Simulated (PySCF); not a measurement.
C2F5, SMILES F[C](F)C(F)(F)F, multiplicity 2.

The structure is a stationary point at PBE0-D3(BJ)/def2-SVP.

These are PySCF with TDA-PBE/def2-SVPD values and carry that method's errors.

Vertical excitations. Isolated molecule, no solvent.

```
state    energy (eV)  λ (nm)      f                              main pairs
-------  -----------  ------  -----  --------------------------------------
root 1          5.96     208  0.005                        β HOMO→LUMO 93 %
root 2          6.12     203  0.015                        α HOMO→LUMO 95 %
root 3          6.34     195  0.001                     β HOMO−1→LUMO 100 %
root 4          6.57     189  0.004                      α HOMO→LUMO+1 98 %
root 5          6.72     184  0.000                      β HOMO−2→LUMO 99 %
root 6          6.96     178  0.004  α HOMO→LUMO+2 23 %, β HOMO−3→LUMO 77 %
root 7          7.05     176  0.018  α HOMO→LUMO+2 75 %, β HOMO−3→LUMO 22 %
root 8          7.31     170  0.000  β HOMO−4→LUMO 80 %, β HOMO−5→LUMO 20 %
root 9          7.67     162  0.021                      α HOMO→LUMO+3 96 %
root 10         7.84     158  0.022  β HOMO−5→LUMO 70 %, β HOMO−4→LUMO 16 %
```
Unrestricted roots are not spin-pure.
